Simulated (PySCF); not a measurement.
MgF, SMILES [F][Mg], multiplicity 2.

Geometry optimised at PBE0-D3(BJ)/def2-TZVPD. The multiplicity is an assumed one; other spin states were not compared.

Two levels are set side by side: PBE/def2-TZVPD (PySCF) and M06-2X/def2-TZVPD (PySCF). Same geometry, gas phase. Differences are taken from unrounded values.

```csv
quantity,PBE
α-spin orbital gap (eV),3.32
β-spin orbital gap (eV),4.18
dipole moment (D),3.18
mean polarisability (bohr³),52.8
```

Problem. These are the PBE values. What does M06-2X give? (An estimate is asked for; the answer gives what the named calculation found.)

Solution. 
```tsv
quantity	M06-2X	PBE minus M06-2X
α-spin orbital gap (eV)	6.16	-2.83
β-spin orbital gap (eV)	5.95	-1.78
dipole moment (D)	3.48	-0.30
mean polarisability (bohr³)	45.1	7.7
```

PBE's more diffuse valence density responds more strongly to a field. Differences between two approximate levels are no errors against the true value.

Rough cost on one machine, each run with all the roots and properties that it gave: M06-2X against PBE about 2 times.
